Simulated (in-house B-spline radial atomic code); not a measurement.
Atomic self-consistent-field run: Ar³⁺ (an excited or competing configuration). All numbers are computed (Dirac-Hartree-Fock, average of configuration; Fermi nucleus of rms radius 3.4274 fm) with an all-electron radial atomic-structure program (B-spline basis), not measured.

Command:
```bash
python run_scf.py task.json out
```
Settings (nuclear radius in fm, mass in u):
```
Z                18
configuration    [Ne] 3s2 3p2 6g1
hamiltonian      dirac
method           hf
spin_polarised   False
nucleus          fermi
rms_radius       3.4274
atomic_mass      39.96238
speed_of_light   137.035999084
```

Output (hartree, bohr):
```
 radial grid: 79 intervals, B-splines of order 8, outer radius 51.8919 bohr

 iter        energy (Eh)    residual
    1       -521.8008918    2.94e-01
    2       -523.6935936    7.98e-02
    3       -523.7477944    3.08e-02
    4       -523.7565718    1.18e-02
    5       -523.7583186    2.84e-03
    6       -523.7583973    2.75e-04
    7       -523.7583981    1.10e-05
    8       -523.7583981    7.91e-07
    9       -523.7583981    2.95e-08

 total energy                     -523.758398
 kinetic                            527.52449
 electron-nucleus                 -1218.73344
 electron-electron                  167.45055

 first-order corrections (not in the total)
   Gaunt                            0.14213
   retardation                     -0.01082
   frequency dependence            -0.00015
   self-energy                      0.09370
   Uehling                         -0.00653
   Wichmann-Kroll                   0.00002
   recoil                           0.00591

 orbital      occ     eigenvalue          <r>       <r^2>       <1/r>     <1/r^2>       r_max    small
 1s1/2      2.000     -121.61560    0.0856051  0.00985794     17.7053     637.413     0.05609  4.12e-03
 2s1/2      2.000      -14.80050     0.408374     0.19736     3.60197     54.1756      0.3365  6.77e-04
 2p1/2      2.000      -12.01540     0.372165    0.171518     3.48677     17.0434      0.2797  6.44e-04
 2p3/2      4.000      -11.93007     0.374424    0.173461     3.45823     16.6097      0.2815  6.39e-04
 3s1/2      2.000       -3.17068      1.26246     1.81583     1.08755     7.12554       1.113  1.32e-04
 3p1/2      0.667       -2.58697      1.34063     2.07168     1.00304     2.23701       1.168  1.18e-04
 3p3/2      1.333       -2.57713       1.3452     2.08548    0.998519     2.19063       1.172  1.17e-04
 6g7/2      0.444       -0.22237      10.9856     135.819    0.111373   0.0165727       11.68  5.94e-06
 6g9/2      0.556       -0.22237      10.9857     135.822    0.111371   0.0165722       11.68  5.94e-06
```

Time taken, with all properties: 1.1 s on 1 thread of Arm Neoverse V2, with other jobs on the host.

For the Dirac Hamiltonian the kinetic term is c α·p + (β - 1)c².
